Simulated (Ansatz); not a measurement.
Saddle point of Si₂H₈O₃F₂, closed shell (Si₂H₄OF₂ ([F][SiH]([F])[O][SiH3]) + H₂O + H₂O → SiH₂OF₂ ([OH][SiH]([F])[F]) + SiH₄O ([OH][SiH3]) + H₂O (still joined by a long Si–O bond); bonds formed: Si1–O8, O2–H9, H7–O10; bonds broken: H7–O8, H9–O10; bonds weakened to dative contacts: Si1–O2), PBE0-D4/def2-TZVP structure:

Si1  (-1.254, 0.443, 0.378)
O2  (0.336, 0.151, -0.301)
Si3  (0.913, 1.004, -1.642)
F4  (-2.333, -0.513, -0.316)
F5  (-1.379, 1.667, -0.750)
H6  (-1.696, 1.355, 1.461)
H7  (0.386, -1.441, 1.454)
O8  (-0.801, -0.776, 1.618)
H9  (0.984, -0.765, 0.199)
O10  (1.315, -1.619, 0.936)
H11  (1.129, 2.429, -1.324)
H12  (2.233, 0.353, -1.865)
H13  (0.070, 0.792, -2.834)
H14  (-1.189, -0.599, 2.475)
H15  (1.287, -2.481, 0.510)
(Å)

Energies are electronic, without zero-point energy. Barriers and step energies count from the start structure reached by relaxing down the imaginary mode; all methods use the PBE0-D4 structures, on which another method's saddle can fall below an end. Ansatz 0.2.0; basis: def2-TZVPP, with def2-QZVPP for the basis limit; cores frozen in the correlated methods. B3LYP uses VWN-RPA correlation. Extrapolation: Hartree–Fock as exp(−7.88 √X), correlation as X^−2.97.

```csv
method,barrier (kJ/mol),step energy (kJ/mol)
SPW92,-2.3,6.0
PBE-D4,46.6,21.4
BLYP-D4,63.2,25.3
r2SCAN-D4,?,22.7
B97M-V,74.4,24.6
PBE0-D4,?,23.1
B3LYP-D4,67.4,25.8
r2SCAN0-D4,58.2,23.6
BHLYP-D4,78.5,27.7
CAM-B3LYP-D4,61.0,23.0
wB97X-V,66.2,24.8
wB97M-V,67.1,24.3
B2PLYP,70.2,26.1
PBE-QIDH,61.3,23.7
RPA on PBE,72.5,26.6
HF,126.3,40.7
MP2,?,24.1
CCSD,79.6,27.6
CCSD(T),71.2,25.4
```

(1) Fill in the withheld barriers. (An estimate is asked for; the value comes from the calculation.)

T1 diagnostic: at most 0.012.

Results:

(1) By the calculation: PBE0-D4 55.5; MP2 64.5; r2SCAN-D4 52.0 kJ/mol. Each is the energy of the saddle less that of the start structure, by the same method.

For comparison, the barrier by CCSD(T) at an estimated basis limit (MP2 extrapolated from triple and quadruple zeta, plus CCSD(T) − MP2 in triple zeta) is 70.9 kJ/mol.

Labels in which every atom is bracketed show which atoms are joined, not bond orders.

For scale, one of the runs: CCSD(T)/def2-TZVPP, 351 basis functions, launched by `ansatz run in.yaml --threads 4 --pin off --events-out ev --progress --plain --max-ram 46080MiB --backend cuda --devices 0, --max-vram 37GiB`. The run took 16 s on 4 CPU threads of an AMD EPYC 7R13 and a share of one NVIDIA H100 (shared host), with 0.89 GiB of host memory at its peak.
